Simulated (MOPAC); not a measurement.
MOPAC input (PM6):

```
PM6 FORCE THERMO(298,298) PRECISE LET UHF MS=0.5 GEO-OK AUX(PRECISION=9) THREADS=1
C2H3O

C    -0.71658333 1    0.84489842 1    0.61818102 1
C     0.19507735 1    0.37870313 1   -0.21774081 1
O     0.48264925 1   -0.95681850 1   -0.38486991 1
H    -1.41377907 1    1.23832208 1    1.25445749 1
H     0.83705026 1    0.95599254 1   -0.87994956 1
H    -0.07660338 1   -1.53133712 1    0.19782924 1
```

Output:

```
 *******************************************************************************
 **                                                                           **
 **                              MOPAC v23.2.5                                **
 **                                                                           **
 *******************************************************************************
 ** MOPAC's Digital Object Identifier: https://doi.org/10.5281/zenodo.6511958 **
 **                                                                           **
 ** Please cite the open-source release paper for use of this MOPAC version:  **
 ** J. E. Moussa and J. J. P. Stewart (2026)                                  **
 ** MOPAC: An open-source semiempirical molecular orbital program             **
 ** J. Open Source Softw., 11(119), 8025, https://doi.org/10.21105/joss.08025 **
 *******************************************************************************

                              PM6 CALCULATION RESULTS

 *******************************************************************************
 *  PM6        - The PM6 Hamiltonian to be used
 *  GEO-OK     - OVERRIDE INTERATOMIC DISTANCE AND OTHER SAFETY CHECKS
 *  UHF        - UNRESTRICTED HARTREE-FOCK CALCULATION
 *  MS=        - IN MECI, MAGNETIC COMPONENT OF SPIN =  0.5
 *  LET        - OVERRIDE SOME SAFETY CHECKS
 *  PRECISE    - TIGHTER CRITERIA TO BE USED
 *  FORCE      - FORCE CALCULATION SPECIFIED
 *  AUX        - OUTPUT AUXILIARY INFORMATION
 *  THERMO     - THERMODYNAMIC QUANTITIES TO BE CALCULATED
 *******************************************************************************
PM6 FORCE THERMO(298,298) PRECISE LET UHF MS=0.5 GEO-OK AUX(PRECISION=9) THREADS=1
 C2H3O

   ATOM   CHEMICAL          X               Y               Z
  NUMBER   SYMBOL      (ANGSTROMS)     (ANGSTROMS)     (ANGSTROMS)

     1       C         -0.71658333  *   0.84489842  *   0.61818102  *
     2       C          0.19507735  *   0.37870313  *  -0.21774081  *
     3       O          0.48264925  *  -0.95681850  *  -0.38486991  *
     4       H         -1.41377907  *   1.23832208  *   1.25445749  *
     5       H          0.83705026  *   0.95599254  *  -0.87994956  *
     6       H         -0.07660338  *  -1.53133712  *   0.19782924  *

          CARTESIAN COORDINATES

    NO.       ATOM           X           Y           Z

     1         C         -0.7166      0.8449      0.6182
     2         C          0.1951      0.3787     -0.2177
     3         O          0.4826     -0.9568     -0.3849
     4         H         -1.4138      1.2383      1.2545
     5         H          0.8371      0.9560     -0.8799
     6         H         -0.0766     -1.5313      0.1978

 General Reference for PM6:
 "Optimization of Parameters for Semiempirical Methods V: Modification of NDDO Approximations
 and Application to 70 Elements", J. J. P. Stewart, J. Mol. Mod., 13, 1173-1213 (2007)
 URL: https://link.springer.com/article/10.1007/s00894-007-0233-4

           Empirical Formula: C2 H3 O  =     6 atoms

      MOLECULAR POINT GROUP   :   Cs

          UHF CALCULATION, NO. OF ALPHA ELECTRONS =    9
[...]
 TRAVEL (Ang.)       0.1809         C 1 -- H 4         +13.7% ( 57.1%)     62.4%
 REDUCED MASS        1.7737         C 1 -- C 2         +11.0% ( 51.2%)      0.0%
 EFFECTIVE MASS      7.4127
 FORCE CONSTANT      1.4112

 VIBRATION          8    5A'         ATOM PAIR     ENERGY CONTRIBUTION    RADIAL
 FREQUENCY          1357.79         O 3 -- H 6         +62.4% ( 76.7%)     19.5%
 TRANSITION DIPOLE   0.1719         C 2 -- H 5         +18.6% ( 41.8%)     39.6%
 TRAVEL (Ang.)       0.2670         C 2 -- O 3         +12.3% ( 34.0%)     33.9%
 REDUCED MASS        0.6964         C 1 -- C 2          +5.7% ( 23.1%)      0.1%
 EFFECTIVE MASS      2.9179
 FORCE CONSTANT      0.7565

 VIBRATION          9    6A'         ATOM PAIR     ENERGY CONTRIBUTION    RADIAL
 FREQUENCY          2557.90         O 3 -- H 6         +99.1% ( 99.6%)     98.2%
 TRANSITION DIPOLE   1.1505         C 2 -- H 5          +0.5% (  7.0%)     81.0%
 TRAVEL (Ang.)       0.1675         C 2 -- O 3          +0.3% (  5.8%)     11.6%
 REDUCED MASS        0.9400
 EFFECTIVE MASS      1.3010
 FORCE CONSTANT      3.6235

 VIBRATION         10    7A'         ATOM PAIR     ENERGY CONTRIBUTION    RADIAL
 FREQUENCY          2687.28         C 2 -- H 5         +67.4% ( 83.2%)     95.1%
 TRANSITION DIPOLE   0.4486         C 1 -- H 4         +26.9% ( 52.5%)     99.9%
 TRAVEL (Ang.)       0.2136         C 1 -- C 2          +4.1% ( 20.4%)     59.6%
 REDUCED MASS        0.5500         C 2 -- O 3          +1.6% ( 12.6%)     99.6%
 EFFECTIVE MASS      1.4936
 FORCE CONSTANT      2.3402

 VIBRATION         11    8A'         ATOM PAIR     ENERGY CONTRIBUTION    RADIAL
 FREQUENCY          2774.32         C 1 -- H 4         +60.6% ( 82.2%)    100.0%
 TRANSITION DIPOLE   1.2234         C 2 -- H 5         +31.8% ( 59.6%)     97.1%
 TRAVEL (Ang.)       0.2103         C 2 -- O 3          +5.2% ( 24.0%)     10.7%
 REDUCED MASS        0.5498         C 1 -- C 2          +2.1% ( 15.3%)     66.1%
 EFFECTIVE MASS      1.5223
 FORCE CONSTANT      2.4931

 VIBRATION         12    9A'         ATOM PAIR     ENERGY CONTRIBUTION    RADIAL
 FREQUENCY          3946.42         C 1 -- C 2         +55.1% ( 97.9%)    100.0%
 TRANSITION DIPOLE   2.2892         C 1 -- H 4         +17.4% ( 55.0%)     99.9%
 TRAVEL (Ang.)       0.0548         C 2 -- H 5         +14.0% ( 49.3%)     44.1%
 REDUCED MASS        5.6973         C 2 -- O 3         +13.6% ( 48.6%)     31.2%
 EFFECTIVE MASS     11.6308
 FORCE CONSTANT     52.2791

      SYMMETRY NUMBER FOR POINT-GROUP Cs  =  1

          SYSTEM IS A GROUND STATE

 C2H3O

          MOLECULE IS NOT LINEAR

          THERE ARE 12 GENUINE VIBRATIONS IN THIS SYSTEM
          THIS THERMODYNAMICS CALCULATION IS LIMITED TO
          MOLECULES WHICH HAVE NO INTERNAL ROTATIONS

                    CALCULATED THERMODYNAMIC PROPERTIES
                                          *
   TEMP. (K)   PARTITION FUNCTION   H.O.F.    ENTHALPY  HEAT CAPACITY ENTROPY
                                   KCAL/MOL   CAL/MOLE    CAL/K/MOL  CAL/K/MOL

 298.00  VIB.     0.1568D+01                   655.1674     6.1496     3.0921
         ROT.     0.1019D+05                   888.2803     2.9808    21.3207
         INT.     0.1597D+05                  1543.4477     9.1304    24.4128
         TRA.     0.2730D+27                  1480.4672     4.9680    37.2032
         TOT.                       12.764    3023.9148    14.0984    61.6160

   *: NOTE: HEATS OF FORMATION ARE RELATIVE TO THE
            ELEMENTS IN THEIR STANDARD STATE AT 298K
              (=  Standard Enthalpy of Formation).

            Hvib:  Zero-point energy is not included.
                   frequencies of less than zero cm-1 are not included.
            Hrot = (3/2)RT
            Htra = (3/2)RT + pV = (5/2)RT

            Heat capacity is Cp, not Cv

          For more information, see: HTTP://OpenMOPAC.net/Manual/thermochemistry.html

           FORCE CONSTANT IN CARTESIAN COORDINATES (Millidynes/A)

    ATOM   CHEMICAL       X               Y               Z
   NUMBER   SYMBOL  FORCE CONSTANT  FORCE CONSTANT  FORCE CONSTANT

      1       C       57.518986        0.886898        0.685766
      2       C       55.741365        6.922568        1.487250
      3       O        4.354621        6.628644        0.277108
      4       H        4.401912        0.099375        0.241620
      5       H        1.962776        2.986267        0.273024
      6       H        1.349507        3.215091        0.097421

 **********************
 *                    *
 * JOB ENDED NORMALLY *
 *                    *
 **********************

 == MOPAC DONE ==
```
